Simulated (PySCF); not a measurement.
These are PySCF with PBE0-D4/def2-TZVP // PBE0-D4/def2-SVP values and carry that method's errors. Gas-phase values, no solvent. One relaxed conformer stands for a flexible species; it need not be the lowest. Delta-SCF ions had no search for a lower state. 

Reference species (SMILES): `CC[Si](CC)(CC)CC` (neutral, multiplicity 1).

```
Quantity                                   Value
--------------------------------------  --------
vertical ionisation energy (Delta-SCF)   9.26 eV
HOMO–LUMO gap                            8.56 eV
S1 oscillator strength                     0.010
HOMO                                    -7.63 eV
```

Changed species: `S[Si](S)(S)S` (4 of 4 C2H5 replaced by SH; the reference has 0 of 4 C2H5 replaced by SH).

Question: What does the change do to the vertical ionisation energy (Delta-SCF), HOMO–LUMO gap, S1 oscillator strength and HOMO?

Answer: the vertical ionisation energy (Delta-SCF) decreases by 0.03 eV, to 9.23 eV; the HOMO–LUMO gap falls by 1.82 eV, to 6.74 eV; the S1 oscillator strength hardly moves; the HOMO rises by 0.16 eV, to -7.47 eV.
